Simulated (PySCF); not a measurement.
# Radial density of As (arsenic, neutral)

PW91, [Ar] 3d10 4s2 4p3, high-spin 4S determinant. Calculation: PySCF 2.14, in x2c-QZVPPall with one added diffuse shell each of s, p, d, f type (12s9p6d5f1g, 113 functions); the spin-free X2C one-electron Hamiltonian (Gaussian nucleus).

```
r (bohr)  4πr²ρ (e/bohr)  4πr²(ρα − ρβ)
0.000778          0.3021         0.0000
 0.00131          0.7555         0.0000
 0.00220           1.849        -0.0001
 0.00370           4.372        -0.0001
 0.00623           9.718        -0.0003
  0.0105           19.43        -0.0003
  0.0176           32.49         0.0008
  0.0297           40.69         0.0079
  0.0499           35.72         0.0336
  0.0839           35.39         0.0791
   0.141           47.70         0.0570
   0.237           30.66        -0.0133
   0.399           28.16         0.1731
   0.671           23.81         0.0127
    1.13           6.026         0.4199
    1.90           2.802         1.3919
    3.20          0.9127         0.6951
    5.37         0.06624         0.0615
    9.04       0.0006843         0.0007
```

Densities and radii are taken from the X2C orbitals without a picture-change correction, which distorts them close to the nucleus.

Q: Where is the radial spin density 4πr²(ρα − ρβ) most negative, and why is it negative at all?

A: Around r = 0.237 bohr, down to -0.0133 e/bohr: exchange with the open shell polarises the paired shells in an unrestricted calculation.
